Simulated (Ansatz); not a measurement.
System: sum formula AlOBr (charge 0, singlet). 
Coordinates optimised at B3LYP-D3(BJ)/def2-TZVP (Ansatz, a program for electronic structure):
SMILES: [O]=[Al][Br]
```xyz
3

Al     0.0000     0.0000    -1.1609
O      0.0000     0.0000    -2.7581
Br     0.0000     0.0000     1.0616
```
Charge 0, spin multiplicity 1.

Total electronic energies in hartree. Correlated levels leave the core frozen unless marked. No spin-orbit coupling. Frozen are the shells of the preceding noble gas and the d and f shells that filled before the atom's block. Non-relativistic. CBS marks a two-point X^-3 extrapolation of the correlation energy; Hartree-Fock from the larger set.

| level | program | energy (Eh) |
|---|---|---|
| HF/def2-QZVPP | Ansatz | -2889.33674 |
| MP2/def2-TZVPPD | Ansatz | -2889.75850 |
| MP2/def2-QZVPPD | Ansatz | -2889.85737 |
| RI-MP2/def2-QZVPPD | Ansatz | -2889.85719 |
| CCSD/def2-SVPD | Ansatz | -2889.18554 |
| CCSD/CBS(def2-TZVPPD,def2-QZVPPD) | Ansatz | -2889.8839 |
| CCSD(T)/6-31G | Ansatz | -2889.01968 |
| CCSD(T)/def2-SVPD | Ansatz | -2889.20206 |
| CCSD(T)/CBS(def2-TZVPPD,def2-QZVPPD) | Ansatz | -2889.9136 |

Totals of different functionals don't rank their quality; only differences between species are comparable.
